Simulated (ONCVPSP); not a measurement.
Varying the ONCV potential for niobium (Nb)

Base potential:

niobium, optimised norm-conserving Vanderbilt (ONCV), made with ONCVPSP 4.0.1 (PBE, scalar-relativistic). Core [Ar] 3d10 4s2, reference 4p6 4d4.5 5s0.5. Waves: 5s: rc 3.25 bohr, ncon 4, nbas 9, qcut 1.6 1/bohr, 2 projectors, debl 2.8 Ha; 4p: rc 2.15 bohr, ncon 4, nbas 8, qcut 6.3 1/bohr, 1 projector; 4d: rc 2.85 bohr, ncon 4, nbas 9, qcut 5.2 1/bohr, 2 projectors, debl 2.8 Ha. Local part: polynomial inside 1.80 bohr (lpopt 5, dvloc0 6 Ha). Core correction: none.

All-electron outer shells of the reference configuration (PBE, scalar-relativistic, ld1.x):

| shell | level (eV) | outermost node (bohr) | outermost maximum (bohr) |
| --- | --- | --- | --- |
| 4s | -57.41 | 0.53 | 1.04 |
| 4p | -33.59 | 0.54 | 1.12 |
| 5s | -3.70 | 1.41 | 3.12 |
| 4d | -2.41 | 0.55 | 1.51 |

Cutoffs, loose and tight: the cutoffs (Ha) at which the residual kinetic energy of the hardest occupied pseudo-wave falls to 1 and 0.1 mHa per electron. They do not see the model core or the augmentation charge, which bear on the density cutoff. Test errors are all-electron minus pseudo excitation energies from the reference, over the configurations 4p6 4d4 5s1; 4p6 4d4 5s0; 4p6 4d3 5s0; 4p6 4d5 5s0. A dash means not determined; rows that change the core or the reference have their own tests.

A true bound ghost makes a file unfit for plane-wave use even where its test errors are small: the radial tests pick states by their node count and pass the ghost by.

```tsv
change	outcome	cutoff, loose	cutoff, tight	bound ghosts	GHOST(+) flags above zero	largest test error (meV)
base	generated	12 Ha	20 Ha	none	s	+11
d: rc 2.15, qcut 6.9, nproj 0; local potential the d channel	generated	15 Ha	20 Ha	none	s	-4.6
s: qcut 0.9	generated	12 Ha	22 Ha	none	s	+8.8
reference 4p6 4d4 5s0.75 5p0.25; wave 4p: rc 2.15 bohr, ncon 4, nbas 8, qcut 6.3 1/bohr, 1 projector becomes 4p+5p: rc 2.15 bohr, ncon 4, nbas 8, qcut 6.3 1/bohr, 2 projectors	generated	12 Ha	21 Ha	none	s	+0.4 over the solved tests; 2 of 4 tests not solved or not reliable
core [Ar] 3d10, valence charge 13; reference 4s2 4p6 4d4 5s1; waves now 4s+5s: rc 2.00 bohr, ncon 4, nbas 7, qcut 5.2 1/bohr, 2 projectors; 4p: rc 2.00 bohr, ncon 4, nbas 7, qcut 8.6 1/bohr, 1 projector; 4d: rc 1.80 bohr, ncon 3, nbas 7, qcut 5.2 1/bohr, 2 projectors, debl 1.1 Ha; local potential polynomial inside 1.70 bohr (lpopt 3, dvloc0 1 Ha)	generated	14 Ha	54 Ha	none	none	-3.6 over the solved tests; 1 of 4 tests not solved or not reliable
functional LDA (Perdew-Wang 92)	generated	12 Ha	20 Ha	none	s	+7.5
local potential polynomial inside 1.80 bohr (lpopt 5, dvloc0 -0.5 Ha)	generated	12 Ha	20 Ha	none	s, d	+72
fully relativistic	generated	12 Ha	20 Ha	none	s	+11
```

What comes out with this change to the base: all radii scaled by about 1.21 (s 3.94, p 2.60, d 3.44 bohr); local potential polynomial inside 2.18 bohr (lpopt 5, dvloc0 6 Ha)?

outcome: generated; cutoff, loose: 11 Ha; cutoff, tight: 13 Ha; bound ghosts: s; GHOST(+) flags above zero: s; largest test error (meV): -27.
